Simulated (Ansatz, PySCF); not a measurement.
H3Ti, SMILES [TiH3+] (connectivity only; charge and spin as stated), charge +1, multiplicity 1.

The structure is a stationary point at ωB97X-D3(BJ)/def2-TZVPD. The spin state was assumed, not searched.

Vertical ionisation energy (IE) and electron affinity (EA) in eV. Rows of orbital energies are one-electron estimates. Where ΔSCF, EOM or ADC give a negative EA the extra electron is unbound and the value depends on the basis.

```
level                                                IE    EA
------------------------------------------------  -----  ----
−ε(HOMO), −ε(LUMO), M06-2X/def2-TZVPD (PySCF)     12.53  7.07
−ε(HOMO), −ε(LUMO), CAM-B3LYP/def2-TZVPD (PySCF)  12.57  7.51
```

Problem. What vertical singlet–triplet gap does ΔSCF give with CAM-B3LYP/def2-TZVPD (Ansatz, a first-principles code) and with PBE/def2-TZVPD (Ansatz)? (Estimate from the structure and the level; the computed values follow.)

Solution. -0.85 and -0.78 eV (triplet above singlet where positive).
